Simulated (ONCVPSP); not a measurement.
## Au: variants of one ONCV potential

Base potential:

```
Element                 : gold
Generator               : ONCVPSP 4.0.1
Type                    : optimised norm-conserving Vanderbilt (ONCV)
Functional              : PBE
Relativity              : scalar-relativistic
Frozen core             : [Xe]
Valence charge          : 25
Reference configuration : 4f14 5d10 6s1
Partial waves           : 6s: rc 2.15 bohr, ncon 4, nbas 8, qcut 2.6 1/bohr, 1 projector; p scattering state at 0.42 Ha: rc 2.30 bohr, ncon 3, nbas 7, qcut 3.4 1/bohr, 2 projectors, debl 2.6 Ha; 5d: rc 2.20 bohr, ncon 4, nbas 9, qcut 6.3 1/bohr, 1 projector; 4f: rc 0.60 bohr, ncon 3, nbas 8, qcut 30.5 1/bohr, local
Local potential         : the f channel
Core correction         : Teter function, fcfact 5.25, rcfact 1.5
```

All-electron outer shells of the reference configuration (PBE, scalar-relativistic, ld1.x):

```csv
shell,level (eV),outermost node (bohr),outermost maximum (bohr)
4f,-81.12,–,0.37
5p,-59.78,0.52,0.96
5d,-6.88,0.56,1.21
6s,-5.76,1.11,2.32
```

Cutoffs, loose and tight: the cutoffs (Ha) at which the residual kinetic energy of the hardest occupied pseudo-wave falls to 1 and 0.1 mHa per electron. They do not see the model core or the augmentation charge, which bear on the density cutoff. Test errors are all-electron minus pseudo excitation energies from the reference, over the configurations 4f14 5d10 6s0; 4f14 5d9 6s0; 4f14 5d8 6s0; 4f14 5d9 6s1 6p1. A dash means not determined; rows that change the core or the reference have their own tests.

A true bound ghost makes a file unfit for plane-wave use even where its test errors are small: the radial tests pick states by their node count and pass the ghost by.

```
     change    outcome  cutoff, loose  cutoff, tight  bound ghosts  GHOST(+) flags above zero  largest test error (meV)
       base  generated         373 Ha         408 Ha       s, p, d                          p                      -217
  f: nbas 6  generated         373 Ha         408 Ha       s, p, d                          p                      -217
d: qcut 6.5  generated         373 Ha         408 Ha       s, p, d                          p                      -216
  p: qcut 3  generated         373 Ha         408 Ha       s, p, d                          p                      -217
 d: nproj 2  generated         373 Ha         408 Ha       s, p, d                          p                      -188
```
